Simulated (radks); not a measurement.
Values are calculated unless marked as measured or tabulated.
Problem. The mean radii <r> (bohr) of the occupied orbitals of an atom or ion are listed with their occupations. Level of theory: Dirac Kohn-Sham, LDA (Slater exchange, Perdew-Wang correlation), spin-unpolarised, spherical densities, point nucleus (a radial shooting solver on a logarithmic mesh with Libxc functionals).

orbital  occ.      <r>
1s1/2       2  0.04414
2s1/2       2   0.1960
2p1/2       2   0.1686
2p3/2       4   0.1724
3s1/2       2   0.5751
3p1/2       2   0.5831
3p3/2       4   0.5938
3d3/2       4   0.6279
3d5/2       6   0.6322
4s1/2       2    1.741
4p1/2       2    2.091
4p3/2       1    2.130

Name the element and its charge. Open shells, if any, fill j = l - 1/2 first.

Solution. Z = 34, selenium, charge +1: Se+ in [Ar] 3d10 4s2 4p3. The 1s radius gives Z: for a bare nucleus <r> = (2 gamma + 1)/(2Z) with gamma = sqrt(1 - (Z/c)^2), 0.0432 bohr for Z = 34, and screening makes it slightly larger (0.04414 here). The occupations add up to 33, and the charge is Z minus that.
